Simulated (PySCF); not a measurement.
One of the candidates below gave these computed data.

All candidates are C5H12O2Si.

| technique | computed result |
| --- | --- |
| UV, strongest line | among the 10 lowest singlet transitions: S8 at 8.51 eV (146 nm, f = 0.103) [TDDFT CAM-B3LYP/def2-SVPD] |
| 1H NMR | chemical shifts (computed TMS as zero) by class: 4.89 (1 H), 3.87 (2 H), 3.86 (2 H), 1.47 (2 H), 1.03 (3 H), 0.62 (2 H) ppm [GIAO B97-2/pcSseg-1] |
| UV, first state | lowest singlet excitation: 7.34 eV (169 nm, f = 0.006) [TDDFT CAM-B3LYP/def2-SVPD] |
| Rotational structure | rotational constants A, B, C: 3.533, 1.078, 0.915 GHz [PBE0-D3(BJ)/def2-SVP] |
| 13C NMR | chemical shifts (computed TMS as zero) by class: 66.7 (2 C), 18.8 (1 C), 18.1 (1 C), 17.9 (1 C) ppm [GIAO B97-2/pcSseg-1] |
| NMR, other nuclei | isotropic shieldings of nuclei other than C and H, by class: 285 (2 O), 338 (1 Si) ppm [GIAO B97-2/pcSseg-1] |
| XPS | Si2p3/2 107.3, C1s 290.1, C1s 290.4, C1s 290.7, C1s 292.3 (×2), O1s 537.8 (×2), Si1s 1847.3 eV [ΔSCF SCAN, pcX-2 on the ionised atom, pcseg-1 elsewhere, spin-free X2C, 2p3/2 from a spin–orbit splitting computed afterwards within the 2p shell] |

The electronic properties come from PySCF, for the isolated species, density fitting. Levels stand in brackets. Geometry: PBE0-D3(BJ)/def2-SVP, one conformer, isolated molecule. NMR classes are plain means over equivalent atoms (diastereotopic ones count apart unless rotation or inversion swaps them), as if these changed places fast.

Question: Which candidate is it?
A. `CCCCC(=O)O[SiH3]`
B. `CCC[SiH]1OCCO1`
C. `CO[SiH](OC)C1CC1`
D. `C=CO[SiH2]OC(C)C`

Answer: B. It is `CCC[SiH]1OCCO1`. Numbering: `[CH3:1][CH2:2][CH2:3][SiH:4]1[O:5][CH2:6][CH2:7][O:8]1`. Its formula, C5H12O2Si, gives 1 degree of unsaturation: 1 ring and 0 π bonds in the structure found. 5 carbons fall into 4 classes; from least to most shielded: ring sp3 carbon bound to oxygen [C6/C7] (66.7 ppm, 2 C), chain sp3 carbon bound to silicon [C3] (18.8 ppm), chain CH2 carbon [C2] (18.1 ppm), methyl carbon [C1] (17.9 ppm). Hydrogen classes from least to most shielded: 1 H on an oxygen-bound silicon, Si4 (4.89 ppm), 2 H on 2 like atoms (sp3 carbon bound to oxygen), C6/C7 (3.87 ppm), 2 H on 2 like atoms (sp3 carbon bound to oxygen), C6/C7 (3.86 ppm), 2 H on a chain CH2 carbon, C2 (1.47 ppm), 3 H on a methyl carbon, C1 (1.03 ppm), 2 H on an sp3 carbon bound to silicon, C3 (0.62 ppm). The other shieldings belong to: 285 ppm, silyl ether oxygen [O5/O8]; 338 ppm, oxygen-bound silicon [Si4]. The core levels belong to: Si2p3/2 107.3 eV, oxygen-bound silicon [Si4]; C1s 290.1 eV, sp3 carbon bound to silicon [C3]; C1s 290.4 eV, methyl carbon [C1]; C1s 290.7 eV, chain CH2 carbon [C2]; C1s 292.3 eV, sp3 carbon bound to oxygen [C6/C7]; O1s 537.8 eV, silyl ether oxygen [O5/O8]; Si1s 1847.3 eV, oxygen-bound silicon [Si4]. One atom of each topological class was ionised and stands for its class. The optimised geometry has point group C1 and is an asymmetric top.

The others, at the same levels:
- `CCCCC(=O)O[SiH3]` fails: its computed lowest singlet excitation is 5.92 eV (209 nm, f = 0.000) (against 7.34 eV), rotational constant A is 7.405 GHz (against 3.533 GHz) and smallest rotational constant is 0.528 GHz (against 0.915 GHz).
- `CO[SiH](OC)C1CC1` fails: its computed core binding energies are Si2p3/2 107.0, C1s 290.0, C1s 290.5 (×2), C1s 292.2 (×2), O1s 537.8 (×2), Si1s 1847.1 eV and rotational constant A is 1.997 GHz (against 3.533 GHz).
- `C=CO[SiH2]OC(C)C` fails: its computed lowest singlet excitation is 6.64 eV (187 nm, f = 0.030) (against 7.34 eV), strongest line among the 10 lowest singlet transitions is S3 at 7.00 eV (177 nm, f = 0.320) (against S8 at 8.51 eV) and rotational constant A is 3.975 GHz (against 3.533 GHz).

Each candidate is one conformer, not necessarily the lowest. Dipoles, sizes and rotational constants follow the conformer. The torsions of the flexible species, by atom-mapped SMILES:
- `[CH3:1][CH2:2][CH2:3][CH2:4][C:5](=[O:6])[O:7][SiH3:8]`: C1–C2–C3–C4 180°, C2–C3–C4–C5 178°, C3–C4–C5–O6 -7°, C4–C5–O7–Si8 178°
- `[CH3:1][O:2][SiH:3]([O:4][CH3:5])[CH:6]1[CH2:7][CH2:8]1`: C1–O2–Si3–O4 -54°, O2–Si3–O4–C5 164°, O2–Si3–C6–C7 -32°
- `[CH2:1]=[CH:2][O:3][SiH2:4][O:5][CH:6]([CH3:7])[CH3:8]`: C1–C2–O3–Si4 -8°, C2–O3–Si4–O5 -175°, O3–Si4–O5–C6 61°, Si4–O5–C6–C7 98°

The conformers of `CCC[SiH]1OCCO1` aren't listed.
